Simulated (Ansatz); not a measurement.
Cost and result for the atomization energy of C$_{2}$H$_{8}$GeO$_{3}$ (`C[O][Ge]([CH3])([OH])[OH]`) (14 atoms, 13 bonds).

```xyz
14

C     1.0680   -1.8627   -0.5557
O     1.1067   -0.5451   -0.0547
Ge   -0.3905    0.3863    0.1006
C     0.0120    1.9363    1.1619
O    -1.6674   -0.5835    0.8399
O    -1.0276    0.7064   -1.5286
H     0.4480   -2.5161    0.0683
H     2.0881   -2.2531   -0.5564
H     0.6855   -1.9019   -1.5833
H     0.2085    1.6280    2.1888
H    -0.8337    2.6230    1.1472
H     0.8953    2.4371    0.7658
H    -2.2574   -0.9454    0.1737
H    -0.3353    0.8910   -2.1674
```

Charge 0, multiplicity 1. Correlated methods include outer-core shells of Ge, which these sets cover unevenly. Scalar relativity is left out up to krypton. Geometry: relaxed with PBE0-D4/def2-TZVP. It is one conformer, not always the lowest. Program: Ansatz. All runs use 2 threads of an AMD EPYC 7R13 on a shared host and a share of an NVIDIA H100 80 GB. Times are those of one run each, without the atoms' runs, and a repeat can differ threefold. Electronic energies, without spin–orbit coupling; frozen cores. CCSD(T)/CBS adds CCSD(T) − MP2 in def2-TZVPP to the MP2 limit, and its time is that of the two runs behind it. T1 = 0.011. With those shells the extrapolation isn't a true limit. B3LYP takes the VWN-RPA correlation (the form of Gaussian; ORCA's B3LYP/G).

CCSD(T)/CBS is a level of theory with its own doubt, some kJ/mol a heavy atom from the limit and from the frozen cores, so smaller differences don't rank the functionals.

```csv
level,functions,atomization (kcal/mol),difference from CCSD(T)/CBS,per bond
CCSD(T)/def2-TZVPP,315,1238.3,-31.4,-2.4
r2SCAN-D4/def2-TZVPP (with forces),315,1265.1,-4.6,-0.4
B3LYP-D4/def2-TZVPP (with forces),315,1256.4,-13.3,-1.0
PBE-D4/def2-TZVPP (with forces),315,1283.1,13.4,1.0
PBE0-D4/def2-TZVPP,315,1255.6,-14.1,-1.1
CCSD(T)/CBS(def2),–,1269.7,0.0,0.0
MP2/def2-QZVPP,614,1281.9,12.2,0.9
B2PLYP/def2-TZVPP,315,1249.1,-20.6,-1.6
ωB97X-V/def2-TZVPP,315,1265.7,-4.0,-0.3
ωB97M-V/def2-TZVPP (with forces),315,1263.1,-6.6,-0.5
```

Problem. Order the runs by time, with rough figures. (Best estimate.)

Solution. Ansatz gave: PBE-D4/def2-TZVPP (with forces) 2.3 s; PBE0-D4/def2-TZVPP 2.4 s; r2SCAN-D4/def2-TZVPP (with forces) 2.9 s; B3LYP-D4/def2-TZVPP (with forces) 2.9 s; B2PLYP/def2-TZVPP 2.9 s; ωB97X-V/def2-TZVPP 3 s; ωB97M-V/def2-TZVPP (with forces) 3.9 s; MP2/def2-QZVPP 4.5 s; CCSD(T)/def2-TZVPP 6 s; CCSD(T)/CBS(def2) 11 s.

The D4 term adds +10.7 kcal/mol with B3LYP and +5.7 kcal/mol with PBE0; it sums over pairs of atoms, weighted by their polarisabilities, and B3LYP, whose exchange is more repulsive, gets the larger term. In def2-TZVPP, CCSD(T) changes the Hartree–Fock value by +343.9 kcal/mol (the triples alone add +19.7 kcal/mol) and MP2 by +369.1 kcal/mol; breaking electron pairs costs correlation energy, which Hartree–Fock lacks. From PBE to PBE0 (25 % exact exchange), in def2-TZVPP and without D4, the atomization energy moves by −26.5 kcal/mol: exact exchange takes away binding that semilocal exchange gives to molecules.
